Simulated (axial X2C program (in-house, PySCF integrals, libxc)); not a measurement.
# Low determinants of AlI⁻ at the PBE0 level, 2c

All values were computed with an in-house relativistic program for diatomic molecules. Two-component (2c) means X2C with spin–orbit coupling and atomic mean-field two-electron Coulomb and Gaunt terms. Basis: I dyall-acv3z [12s13p9d5f1g], Al dyall-av3z [9s9p3d2f] (cores contracted in-house); Gaussian nuclei, density fitting, unrestricted open shells. Masses: I 126.904 u, Al 26.982 u.

Search at 2.778 Å (vertical energies from the lowest determinant):

| ΔE (eV) | state | electrons beyond evenly filled partner blocks | electrons in ±ω = 1/2, 3/2, 5/2, 7/2 |
| --- | --- | --- | --- |
| 0.00 | Ω = 1/2 | ω = 1/2 | 45 18 4 0 |
| 0.04 | Ω = 3/2 | ω = 3/2 | 44 19 4 0 |
| 2.74 | Ω = 5/2 | ω = 5/2 | 44 18 5 0 |
| 3.04 | Ω = 1/2 | 2 × ω = -1/2, ω = 3/2 | 44 19 4 0 |
| 3.21 | Ω = 5/2 | 2 × ω = 1/2, ω = 3/2 | 44 19 4 0 |
| 3.85 | Ω = 3/2 | 3 × ω = 1/2 | 45 18 4 0 |
| 4.05 | Ω = 5/2 | ω = -1/2, 2 × ω = 3/2 | 45 18 4 0 |

Lowest determinant, Ω = 1/2 (⟨Sz⟩ = -0.50, ⟨Lz⟩ = 1.00 at PBE0): Re = 2.762 Å, ωe = 209.5 cm⁻¹.

The determinant in row 2 of the search, Ω = 3/2 (⟨Sz⟩ = 0.50, ⟨Lz⟩ = 1.00 at PBE0), was followed along the bond at PBE0; measured from the minimum of the lowest determinant it gives:

Te = 0.038 eV (309 cm⁻¹), Re = 2.771 Å, ωe = 205.8 cm⁻¹.

Compare the bond of the determinant in row 2 with that of the lowest one.

At PBE0 its Re is 0.009 Å longer and its force constant, which goes as ωe², is 0.96 times that of the lowest determinant. T0 ≈ Te + Δωe/2 = 309 + (-2) = 307 cm⁻¹.

The search compares states at one distance, so a state with another bond length can lie lower; it is not exhaustive and yields mostly the lowest determinant of each block pattern, so other components and higher states of one pattern are missing. These are energies of single determinants, not of spin-adapted states; PBE0 term energies can be off by some tenths of an eV, and the functional has no current term. For an anion, determinants above electron detachment are held by the basis set. The highest occupied level of some functionals is positive through self-interaction error; at Hartree–Fock it is bound. Row 1 has a positive highest level at its minimum. Row 2 has a positive highest level at its minimum.
